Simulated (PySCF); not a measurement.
# Electronic structure of Mn(2+) (manganese, charge +2) at the UHF level

Configuration: [Ar] 3d5, high-spin 6S determinant. Computed with PySCF 2.14 in x2c-SVPall (5s3p3d1f, 36 functions), with scalar relativity by spin-free X2C-1e.

| Item | Value |
| --- | --- |
| Total energy | -1156.425400 hartree |
| One-electron energy | -1578.8027 hartree |
| Hartree (Coulomb) energy | 473.5801 hartree |
| Exchange energy | -51.2028 hartree |
| ⟨S²⟩ | 8.7502 |
| ⟨L²⟩ | 0.000 |
| Sum of ⟨r⟩ | 14.86 bohr |
| Sum of ⟨r²⟩ | 15.95 bohr² |
| Langevin diamagnetic susceptibility | -12.6 ×10⁻⁶ cm³/mol |
| Time after the integrals | 0.09 s of wall time on 1 thread of AMD EPYC 7B13 (shared host) |

```
shell  electrons  mean orbital energy (hartree)  rms radius, mean of both spins (bohr)
 1s α          1                     -243.11534                                 0.0704
 1s β          1                     -243.11368                                 0.0704
 2s α          1                      -30.23065                                  0.302
 2s β          1                      -30.09869                                  0.302
 2p α          3                      -25.59645                                  0.273
 2p β          3                      -25.46412                                  0.273
 3s α          1                       -4.72998                                  0.917
 3s β          1                       -4.32049                                  0.917
 3p α          3                       -3.39120                                  0.987
 3p β          3                       -2.89316                                  0.987
 3d α          5                       -1.28088                                   1.25
```

Densities and radii are taken from the X2C orbitals without a picture-change correction, which distorts them close to the nucleus.
